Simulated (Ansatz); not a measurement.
Species: sum formula GeIF2, net charge 0, doublet state. It need not be the lowest isomer of its formula. SMILES: [Ge]([F])([I])[F]
Geometry: optimised at B3LYP-D3(BJ)/def2-TZVP (Ansatz, a quantum-chemistry and plane-wave program).

Quantity: atomisation energy (electronic, to ground-state atoms), in kcal/mol. Correlated levels leave the core frozen unless marked. Open shells are spin-unrestricted. Spin-orbit coupling is left out. Frozen are the shells of the preceding noble gas and the d and f shells that filled before the atom's block. In def2 rows, elements after Kr have scalar-relativistic effective core potentials. The coupled-cluster limit lacks core correlation, which all-electron functionals hold. Basis-set limits of correlation are two-point, X^-3; Hartree-Fock from the larger set.

```json
[
 {"level": "B97M-V/def2-TZVPD", "program": "Ansatz", "atomisation energy (kcal/mol)": "___"},
 {"level": "PBE0/def2-QZVPP", "program": "Ansatz", "atomisation energy (kcal/mol)": "275.9"},
 {"level": "RPA@PBE/def2-TZVPP", "program": "Ansatz", "atomisation energy (kcal/mol)": "___"},
 {"level": "SCS-MP2/def2-TZVPP", "program": "Ansatz", "atomisation energy (kcal/mol)": "275.8"},
 {"level": "CCSD(T)/CBS(def2-TZVPP,def2-QZVPP)", "program": "Ansatz", "atomisation energy (kcal/mol)": "282.9"}
]
```

Some entries are withheld; supply them.


- B97M-V/def2-TZVPD, atomisation energy (kcal/mol): 282.4
- RPA@PBE/def2-TZVPP, atomisation energy (kcal/mol): 240.8
